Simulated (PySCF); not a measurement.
CCl₂F, SMILES F[C](Cl)Cl, multiplicity 2. Atoms are numbered in the order given.

```xyz
4

F     -0.0865     1.6085     0.0000
C      0.3247     0.3499     0.0000
Cl    -0.0344    -0.4875     1.4773
Cl    -0.0344    -0.4875    -1.4773
```
Charge 0, spin multiplicity 2.

Geometry optimised at TPSSh-D3(BJ)/def2-SVP. The isomer is the one that the SMILES or the coordinates give; other isomers of the formula were not compared.

Method: PBE/pcH-1 in PySCF.

Unrestricted Kohn–Sham, ⟨S²⟩ = 0.752. Hyperfine tensors hold the contact and dipolar terms, without spin-orbit corrections.

Computed hyperfine couplings:
```tsv
nucleus	A(iso) (MHz)	A(iso) (G)	dipolar principal values (MHz)
19F no. 1	186.1	66.4	-220.1, -204.6, 424.7
13C no. 2	533.6	190.4	-64.9, -63.7, 128.5
35Cl no. 3	26.9	9.6	-27.7, -22.7, 50.4
35Cl no. 4	26.9	9.6	-27.7, -22.7, 50.4
```

### Question
And the g tensor (effective nuclear charges for spin-orbit coupling, GIAO)? (Estimate from the structure and the level; the computed values follow.)

### Answer
principal values 2.0014, 2.0081, 2.0135; isotropic 2.0076.
